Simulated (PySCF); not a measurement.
Sb(Br)2(OH) (Br2HOSb), SMILES [OH][Sb]([Br])[Br].

Geometry: PBE0-D3(BJ)/def2-SVP. The structure was generated by enumeration; whether it is a known compound was not checked. The def2 effective core potentials stand for the cores of Sb; spin–orbit coupling is left out. The values are those of a single conformer.

Two levels are set side by side: PBE/def2-TZVP (PySCF) and CAM-B3LYP/def2-TZVP (PySCF). Same geometry, gas phase. Differences are taken from unrounded values.

```
quantity                     CAM-B3LYP
---------------------------  ---------
orbital gap (eV)                  8.40
highest occupied level (eV)      -9.48
lowest empty level (eV)          -1.09
dipole moment (D)                 1.41
mean polarisability (bohr³)       82.0
```

Q: What does PBE give, and how far is it from CAM-B3LYP? (The exact figures need the calculation; the answer reports its results.)

A: 
```json
[
 {"quantity": "orbital gap (eV)", "PBE": "4.36", "PBE minus CAM-B3LYP": "-4.04"},
 {"quantity": "highest occupied level (eV)", "PBE": "-7.10", "PBE minus CAM-B3LYP": "2.38"},
 {"quantity": "lowest empty level (eV)", "PBE": "-2.74", "PBE minus CAM-B3LYP": "-1.66"},
 {"quantity": "dipole moment (D)", "PBE": "1.23", "PBE minus CAM-B3LYP": "-0.19"},
 {"quantity": "mean polarisability (bohr³)", "PBE": "85.4", "PBE minus CAM-B3LYP": "3.4"}
]
```

PBE's occupied levels lie high since its potential decays too fast outside the molecule; exact exchange lowers them and widens the gap. Loosely held outer electrons make PBE densities more polarisable. Differences between two approximate levels are no errors against the true value.

Rough cost on one machine, each run with all the roots and properties that it gave: CAM-B3LYP against PBE within a factor of 2.
